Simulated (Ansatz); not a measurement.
Consider the ligand exchange at the Sc–Cl bond: `[Cl][Sc]([Cl])[Cl]` + `O[SiH3]` → `[SiH3][O][Sc]([Cl])[Cl]` + HCl.

Calculated with Ansatz (gas phase, PBE0-D4/def2-TZVP geometries, no zero-point term in ΔE). CCSD(T)/CBS is the MP2 limit (def2-TZVPP, def2-QZVPP) plus CCSD(T) − MP2 in def2-TZVPP, frozen cores. This one scheme is used for every species. DFT in def2-TZVPP. For Sc outer-core shells are correlated without core-valence functions, which leaves a few kJ/mol of doubt a bond. Scalar relativity is left out up to krypton. Each species was taken in one conformer, which may not be the lowest.

```csv
level,ΔE (kJ/mol)
CAM-B3LYP,5.0
MP2/def2-QZVPP,4.3
```

What does CCSD(T)/CBS give? (Estimate.)

Ansatz gave: +3.3 kJ/mol. The listed levels differ from it by 1.7, 1.0 kJ/mol.

Largest T1 diagnostic among the species: 0.014.

Leaving LDA and LC-ωPBE aside and taking each functional with its dispersion term where it has one, the values, not all of them listed here, spread over 10.2 kJ/mol, from CAM-B3LYP-D4 to r2SCAN0-D4. LDA lies −3.3 kJ/mol from PBE without D4. At CCSD(T), def2-SVP lies −18.7 kJ/mol from the extrapolated value and def2-TZVPP −0.1 kJ/mol.
